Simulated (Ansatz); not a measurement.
Ansatz (an electronic-structure program) input (B3LYP-D3(BJ)/def2-TZVP):

Ansatz 0.2 input:
```yaml
crystal:
  periodic: [false, false, false]
  atoms:
    - {symbol: C, position_ang: [2.55019524, -0.17713440, -0.02550029]}
    - {symbol: C, position_ang: [1.13854011, -0.64267488, -0.20346383]}
    - {symbol: C, position_ang: [0.02169370, 0.08751292, -0.23382089]}
    - {symbol: C, position_ang: [-0.01830150, 1.58444994, -0.09763968]}
    - {symbol: C, position_ang: [-1.32054479, -0.58008564, -0.40971188]}
    - {symbol: C, position_ang: [-2.24630246, -0.43967619, 0.80422641]}
    - {symbol: H, position_ang: [2.99502359, -0.62478543, 0.86860053]}
    - {symbol: H, position_ang: [3.17155275, -0.48860569, -0.87059676]}
    - {symbol: H, position_ang: [2.63548184, 0.90382861, 0.07071613]}
    - {symbol: H, position_ang: [1.02748482, -1.71829226, -0.31878792]}
    - {symbol: H, position_ang: [-0.60572647, 2.02427917, -0.90927340]}
    - {symbol: H, position_ang: [0.96965149, 2.03852763, -0.11485842]}
    - {symbol: H, position_ang: [-0.50320171, 1.88304900, 0.83580681]}
    - {symbol: H, position_ang: [-1.82215177, -0.15110559, -1.28533748]}
    - {symbol: H, position_ang: [-1.16809339, -1.63987358, -0.62464721]}
    - {symbol: H, position_ang: [-2.48756066, 0.60418819, 1.01043230]}
    - {symbol: H, position_ang: [-1.77724524, -0.85805533, 1.69709819]}
    - {symbol: H, position_ang: [-3.18689703, -0.96750533, 0.63630811]}
basis:
  gaussian:
    orbitals: def2-TZVP
hamiltonian:
  xc: b3lyp
  dispersion: d3bj
phonons: {temperatures: {t_min: 298.15, t_max: 298.15, t_step: 100}}
```

Output:

```
Functional definition: B3LYP
integrals: 0.20 GiB planned
1608 factors; their error is unknown
0.35 GiB of the device are held for the grids
1.51 GiB of device memory are held for the factors and their scratch space
mean field: 1.56 GiB planned
mean field evaluation 1: about -6403.5632 eV, gradient 8.4e1 eV
mean field evaluation 2: about -6392.7958 eV, gradient 1.0e2 eV
mean field evaluation 4: about -6420.3064 eV, gradient 8.9e0 eV
mean field evaluation 8: about -6420.4484 eV, gradient 6.9e-1 eV
mean field evaluation 16: about -6420.4492 eV, gradient 8.5e-5 eV
mean field -6420.44915891 eV, -235.9471546530 hartree, gradient 3.1e-5 eV, S^2 0.000000; 0 other end points of the search recorded, 0 dependent functions left out
the calculation of the forces begins
reference -6420.44949035 eV, -235.9471668335 hartree; 24, 24 occupied and 234, 234 virtual orbitals, 1608 factors
these checks for a lower state are left out or cut short: stability, starts, cluster_reference, orbital_swaps, neighbouring_geometries, increment
integrals: 0.20 GiB planned
1608 factors; their error is unknown
0.35 GiB of the device are held for the grids
1.51 GiB of device memory are held for the factors and their scratch space
mean field: 1.56 GiB planned
mean field -6420.44907817 eV, -235.9471516861 hartree, gradient 3.5e-6 eV, S^2 0.000000; 0 other end points of the search recorded, 0 dependent functions left out
the calculation of the forces begins
reference -6420.44940951 eV, -235.9471638625 hartree; 24, 24 occupied and 234, 234 virtual orbitals, 1608 factors
these checks for a lower state are left out or cut short: stability, starts, cluster_reference, orbital_swaps, neighbouring_geometries, increment
integrals: 0.20 GiB planned
1608 factors; their error is unknown
0.35 GiB of the device are held for the grids
1.51 GiB of device memory are held for the factors and their scratch space
mean field: 1.56 GiB planned
mean field evaluation 32: about -6420.4489 eV, gradient 3.5e-6 eV
mean field -6420.44894656 eV, -235.9471468495 hartree, gradient 3.5e-6 eV, S^2 0.000000; 0 other end points of the search recorded, 0 dependent functions left out
the calculation of the forces begins
reference -6420.44927812 eV, -235.9471590340 hartree; 24, 24 occupied and 234, 234 virtual orbitals, 1608 factors
these checks for a lower state are left out or cut short: stability, starts, cluster_reference, orbital_swaps, neighbouring_geometries, increment
integrals: 0.20 GiB planned
1608 factors; their error is unknown
0.35 GiB of the device are held for the grids
1.51 GiB of device memory are held for the factors and their scratch space
mean field: 1.56 GiB planned
mean field -6420.44896652 eV, -235.9471475831 hartree, gradient 3.5e-6 eV, S^2 0.000000; 0 other end points of the search recorded, 0 dependent functions left out
the calculation of the forces begins
reference -6420.44929800 eV, -235.9471597645 hartree; 24, 24 occupied and 234, 234 virtual orbitals, 1608 factors
these checks for a lower state are left out or cut short: stability, starts, cluster_reference, orbital_swaps, neighbouring_geometries, increment
integrals: 0.20 GiB planned
1608 factors; their error is unknown
0.35 GiB of the device are held for the grids
1.51 GiB of device memory are held for the factors and their scratch space
mean field: 1.56 GiB planned
mean field -6420.44900313 eV, -235.9471489286 hartree, gradient 3.5e-6 eV, S^2 0.000000; 0 other end points of the search recorded, 0 dependent functions left out
[...]
these checks for a lower state are left out or cut short: stability, starts, cluster_reference, orbital_swaps, neighbouring_geometries, increment
integrals: 0.20 GiB planned
1608 factors; their error is unknown
0.35 GiB of the device are held for the grids
1.51 GiB of device memory are held for the factors and their scratch space
mean field: 1.56 GiB planned
mean field -6420.44911507 eV, -235.9471530419 hartree, gradient 3.5e-6 eV, S^2 0.000000; 0 other end points of the search recorded, 0 dependent functions left out
the calculation of the forces begins
reference -6420.44944650 eV, -235.9471652219 hartree; 24, 24 occupied and 234, 234 virtual orbitals, 1608 factors
these checks for a lower state are left out or cut short: stability, starts, cluster_reference, orbital_swaps, neighbouring_geometries, increment
integrals: 0.20 GiB planned
1608 factors; their error is unknown
0.35 GiB of the device are held for the grids
1.51 GiB of device memory are held for the factors and their scratch space
mean field: 1.56 GiB planned
mean field -6420.44914815 eV, -235.9471542576 hartree, gradient 3.5e-6 eV, S^2 0.000000; 0 other end points of the search recorded, 0 dependent functions left out
the calculation of the forces begins
reference -6420.44947961 eV, -235.9471664386 hartree; 24, 24 occupied and 234, 234 virtual orbitals, 1608 factors
these checks for a lower state are left out or cut short: stability, starts, cluster_reference, orbital_swaps, neighbouring_geometries, increment
integrals: 0.20 GiB planned
1608 factors; their error is unknown
0.35 GiB of the device are held for the grids
1.51 GiB of device memory are held for the factors and their scratch space
mean field: 1.56 GiB planned
mean field -6420.44912105 eV, -235.9471532620 hartree, gradient 3.5e-6 eV, S^2 0.000000; 0 other end points of the search recorded, 0 dependent functions left out
the calculation of the forces begins
reference -6420.44945255 eV, -235.9471654442 hartree; 24, 24 occupied and 234, 234 virtual orbitals, 1608 factors
these checks for a lower state are left out or cut short: stability, starts, cluster_reference, orbital_swaps, neighbouring_geometries, increment
integrals: 0.20 GiB planned
1608 factors; their error is unknown
0.35 GiB of the device are held for the grids
1.51 GiB of device memory are held for the factors and their scratch space
mean field: 1.56 GiB planned
mean field -6420.44905208 eV, -235.9471507272 hartree, gradient 3.5e-6 eV, S^2 0.000000; 0 other end points of the search recorded, 0 dependent functions left out
the calculation of the forces begins
reference -6420.44938348 eV, -235.9471629059 hartree; 24, 24 occupied and 234, 234 virtual orbitals, 1608 factors
these checks for a lower state are left out or cut short: stability, starts, cluster_reference, orbital_swaps, neighbouring_geometries, increment
integrals: 0.20 GiB planned
1608 factors; their error is unknown
0.35 GiB of the device are held for the grids
1.51 GiB of device memory are held for the factors and their scratch space
mean field: 1.56 GiB planned
mean field evaluation 736: about -6420.4491 eV, gradient 5.1e-4 eV
mean field -6420.44905182 eV, -235.9471507178 hartree, gradient 3.5e-6 eV, S^2 0.000000; 0 other end points of the search recorded, 0 dependent functions left out
the calculation of the forces begins
reference -6420.44938321 eV, -235.9471628961 hartree; 24, 24 occupied and 234, 234 virtual orbitals, 1608 factors
these checks for a lower state are left out or cut short: stability, starts, cluster_reference, orbital_swaps, neighbouring_geometries, increment
integrals: 0.20 GiB planned
1608 factors; their error is unknown
0.35 GiB of the device are held for the grids
1.51 GiB of device memory are held for the factors and their scratch space
mean field: 1.56 GiB planned
mean field -6420.44910843 eV, -235.9471527981 hartree, gradient 3.5e-6 eV, S^2 0.000000; 0 other end points of the search recorded, 0 dependent functions left out
the calculation of the forces begins
reference -6420.44943994 eV, -235.9471649808 hartree; 24, 24 occupied and 234, 234 virtual orbitals, 1608 factors
these checks for a lower state are left out or cut short: stability, starts, cluster_reference, orbital_swaps, neighbouring_geometries, increment
integrals: 0.20 GiB planned
1608 factors; their error is unknown
0.35 GiB of the device are held for the grids
1.51 GiB of device memory are held for the factors and their scratch space
mean field: 1.56 GiB planned
mean field -6420.44911514 eV, -235.9471530448 hartree, gradient 3.5e-6 eV, S^2 0.000000; 0 other end points of the search recorded, 0 dependent functions left out
the calculation of the forces begins
reference -6420.44944655 eV, -235.9471652237 hartree; 24, 24 occupied and 234, 234 virtual orbitals, 1608 factors
these checks for a lower state are left out or cut short: stability, starts, cluster_reference, orbital_swaps, neighbouring_geometries, increment
integrals: 0.20 GiB planned
1608 factors; their error is unknown
0.35 GiB of the device are held for the grids
1.51 GiB of device memory are held for the factors and their scratch space
mean field: 1.56 GiB planned
mean field -6420.44913288 eV, -235.9471536966 hartree, gradient 3.5e-6 eV, S^2 0.000000; 0 other end points of the search recorded, 0 dependent functions left out
the calculation of the forces begins
reference -6420.44946437 eV, -235.9471658786 hartree; 24, 24 occupied and 234, 234 virtual orbitals, 1608 factors
these checks for a lower state are left out or cut short: stability, starts, cluster_reference, orbital_swaps, neighbouring_geometries, increment
integrals: 0.20 GiB planned
1608 factors; their error is unknown
0.35 GiB of the device are held for the grids
1.51 GiB of device memory are held for the factors and their scratch space
mean field: 1.56 GiB planned
mean field -6420.44915240 eV, -235.9471544141 hartree, gradient 3.5e-6 eV, S^2 0.000000; 0 other end points of the search recorded, 0 dependent functions left out
the calculation of the forces begins
reference -6420.44948386 eV, -235.9471665948 hartree; 24, 24 occupied and 234, 234 virtual orbitals, 1608 factors
these checks for a lower state are left out or cut short: stability, starts, cluster_reference, orbital_swaps, neighbouring_geometries, increment
integrals: 0.20 GiB planned
1608 factors; their error is unknown
0.35 GiB of the device are held for the grids
1.51 GiB of device memory are held for the factors and their scratch space
mean field: 1.56 GiB planned
mean field evaluation 768: about -6420.4859 eV, gradient 6.8e-1 eV
mean field -6420.44913052 eV, -235.9471536101 hartree, gradient 3.5e-6 eV, S^2 0.000000; 0 other end points of the search recorded, 0 dependent functions left out
the calculation of the forces begins
reference -6420.44946197 eV, -235.9471657903 hartree; 24, 24 occupied and 234, 234 virtual orbitals, 1608 factors
Total energy: -6421.09255330 eV, -235.9707989609 hartree
Atom 0 at     2.550195    -0.177134    -0.025500 Å, force    -0.000010     0.000152    -0.000250 eV/Å
Atom 1 at     1.138540    -0.642675    -0.203464 Å, force     0.000313    -0.000738     0.000445 eV/Å
Atom 2 at     0.021694     0.087513    -0.233821 Å, force    -0.000715     0.000884    -0.000056 eV/Å
Atom 3 at    -0.018301     1.584450    -0.097640 Å, force    -0.000023    -0.000244     0.000323 eV/Å
Atom 4 at    -1.320545    -0.580086    -0.409712 Å, force    -0.000028    -0.000348    -0.000414 eV/Å
Atom 5 at    -2.246302    -0.439676     0.804226 Å, force     0.000108    -0.000187     0.000078 eV/Å
Atom 6 at     2.995024    -0.624785     0.868601 Å, force    -0.000058    -0.000237    -0.000006 eV/Å
Atom 7 at     3.171553    -0.488606    -0.870597 Å, force     0.000207    -0.000033    -0.000109 eV/Å
Atom 8 at     2.635482     0.903829     0.070716 Å, force    -0.000222     0.000287    -0.000115 eV/Å
Atom 9 at     1.027485    -1.718292    -0.318788 Å, force     0.000123     0.000175     0.000124 eV/Å
Atom 10 at    -0.605726     2.024279    -0.909273 Å, force     0.000010    -0.000092    -0.000197 eV/Å
Atom 11 at     0.969651     2.038528    -0.114858 Å, force     0.000233    -0.000047     0.000052 eV/Å
Atom 12 at    -0.503202     1.883049     0.835807 Å, force     0.000124     0.000134    -0.000097 eV/Å
Atom 13 at    -1.822152    -0.151106    -1.285337 Å, force     0.000101     0.000339     0.000160 eV/Å
Atom 14 at    -1.168093    -1.639874    -0.624647 Å, force     0.000100    -0.000034     0.000145 eV/Å
Atom 15 at    -2.487561     0.604188     1.010432 Å, force    -0.000113    -0.000179    -0.000070 eV/Å
Atom 16 at    -1.777245    -0.858055     1.697098 Å, force    -0.000023    -0.000020    -0.000079 eV/Å
Atom 17 at    -3.186897    -0.967505     0.636308 Å, force    -0.000126     0.000189     0.000066 eV/Å
Dipole moment:    -0.009202     0.034111     0.004406 e Å
Vibrations: 61.11 109.93 125.18 188.20 235.98 310.71 321.17 404.06 495.63 557.95 756.74 793.43 856.01 930.37 990.84 1012.18 1044.54 1066.22 1091.95 1099.82 1143.41 1238.59 1288.46 1356.47 1383.32 1408.51 1419.57 1421.96 1477.64 1483.62 1488.58 1490.67 1498.25 1502.68 1509.01 1735.27 3000.58 3017.70 3023.04 3032.73 3051.61 3056.74 3060.75 3093.05 3099.75 3106.80 3122.39 3131.72 cm⁻¹, zero-point energy 4.469315 eV
```
